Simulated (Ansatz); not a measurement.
Mulliken charges of `[OH][Mo]([OH])([OH])([F])=[S]` from B3LYP/def2-TZVPP in Ansatz (PBE0-D4/def2-TZVP geometry).

```tsv
atom	x (Å)	y (Å)	z (Å)	charge (e)
O1	1.556	-0.256	0.859	-0.473
Mo2	-0.113	0.264	0.171	1.455
O3	-0.962	-1.013	1.205	-0.411
O4	-1.220	-0.152	-1.289	-0.472
F5	1.008	0.871	-1.250	-0.446
S6	-0.715	2.064	1.037	-0.305
H7	2.326	0.008	0.343	0.221
H8	-0.890	-1.962	1.061	0.211
H9	-0.902	0.129	-2.153	0.221
```

Task: By hand: the dipole of these point charges (1 e Å = 4.8032 D).

Result: Σ q r = (-0.034, -0.408, 0.021) e Å, of length 0.410 e Å = 1.97 D.

Task: How does the dipole of the full density compare? (Estimate.)

Result: The calculation gave: (0.119, -0.398, -0.173) e Å, 2.16 D; the point charges give 0.91 times that, at 33° from its direction.

Point charges leave out the atoms' own dipoles, such as those of lone pairs, and Mulliken's split depends on the basis, so the two needn't agree.

B3LYP here is the variant with VWN-RPA as its local correlation; programs differ in this.
